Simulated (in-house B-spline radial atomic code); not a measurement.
Radial electron density of In41+, [He] 2s2 2p4. Level of theory: scalar-relativistic (X2C) OLYP, spin-polarised, spherical fractional occupations, Fermi nucleus of rms radius 4.6156 fm; calculated with an all-electron radial atomic-structure program (B-spline basis).

One-electron X2C: radii and densities carry no picture-change correction, so inner-shell <1/r> comes out high (for 1s by about 2 % at Z = 33, 5 % at 54, 10 % at 75, 30 % at 118) and <r> low.

Columns: r (bohr), 4πr²n(r) (electrons per bohr), bar.

```
0.000739    1.265 #
0.000857    1.609 #
0.000993    2.042 #
 0.00115    2.584 ##
 0.00134    3.295 ##
 0.00155    4.143 ###
  0.0018    5.226 ####
 0.00208     6.52 #####
 0.00242    8.186 ######
  0.0028    10.15 #######
 0.00325    12.56 #########
 0.00377    15.45 ###########
 0.00437    18.83 ##############
 0.00507    22.78 ################
 0.00588    27.26 ####################
 0.00682    32.25 #######################
 0.00791    37.62 ###########################
 0.00918    43.21 ###############################
  0.0106    48.53 ###################################
  0.0123    53.56 ######################################
  0.0143    57.71 #########################################
  0.0166    60.39 ###########################################
  0.0193    61.22 ############################################
  0.0223    60.02 ###########################################
  0.0259    56.81 #########################################
  0.0301    52.13 #####################################
  0.0349    47.07 ##################################
  0.0404     42.9 ###############################
  0.0469    40.72 #############################
  0.0544    41.38 ##############################
  0.0631     44.6 ################################
  0.0731    48.97 ###################################
  0.0848    52.29 ######################################
  0.0984    52.21 ######################################
   0.114    47.46 ##################################
   0.132     38.5 ############################
   0.153    27.25 ####################
   0.178    16.27 ############
   0.206    8.287 ######
   0.239    3.405 ##
   0.278    1.082 #
   0.322   0.2706 
   0.374  0.04818 
   0.433 0.006312
```

On this grid the curve has 2 maxima, near 0.0193, 0.0848 bohr.

The 2p up radial function P(r) = rR(r), positive near the nucleus:

| r (bohr) | P |
| --- | --- |
| 0.000739 | 0.003671 |
| 0.000993 | 0.005911 |
| 0.00134 | 0.009687 |
| 0.0018 | 0.01589 |
| 0.00242 | 0.02627 |
| 0.00325 | 0.04351 |
| 0.00437 | 0.07227 |
| 0.00588 | 0.1198 |
| 0.00791 | 0.1973 |
| 0.0106 | 0.3191 |
| 0.0143 | 0.5125 |
| 0.0193 | 0.8021 |
| 0.0259 | 1.2 |
| 0.0349 | 1.717 |
| 0.0469 | 2.288 |
| 0.0631 | 2.782 |
| 0.0848 | 2.988 |
| 0.114 | 2.72 |
| 0.153 | 1.989 |
| 0.206 | 1.075 |
| 0.278 | 0.3869 |
| 0.374 | 0.08242 |
